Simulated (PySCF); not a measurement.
AlBrClH₂N, SMILES [NH2][Al]([Cl])[Br]. Atoms are numbered in the order given.

```xyz
6

Al    -0.4139    -0.6109     0.0000
Cl     1.0148    -2.1404     0.0000
Br     0.2381     1.5343     0.0000
N     -2.1206    -1.0121     0.0000
H     -2.8721    -0.3322     0.0000
H     -2.4890    -1.9565     0.0000
```

Geometry: PBE0-D3(BJ)/def2-SVP. The structure was generated by enumeration; whether it is a known compound was not checked. Other conformers were not sampled.

The numbers are results of PBE/pcSseg-1 (PySCF), not measurements.

GIAO shieldings, no solvent; atoms alike by connectivity are averaged. δ = σ(ref) − σ: ³⁵Cl against HCl (σ = 936.5 ppm); ¹⁵N against NH3 (σ = 267.0 ppm); ¹H against TMS (σ = 31.49 ppm), references at their B3LYP-D3(BJ)/def2-TZVP geometries, non-relativistic (without spin–orbit terms, shifts of atoms bonded to Cl or Br come out too high).

| atoms | nucleus | count | δ (ppm) |
|---|---|---|---|
| Cl2 | ³⁵Cl | 1 | 4.8 |
| N4 | ¹⁵N | 1 | 41.1 |
| H5, H6 | ¹H | 2 | (withheld) |

Question: Some entries are withheld; supply them. (The exact figures need the calculation; the answer reports its results.)

Answer: 
- H5, H6, δ (ppm): 1.39
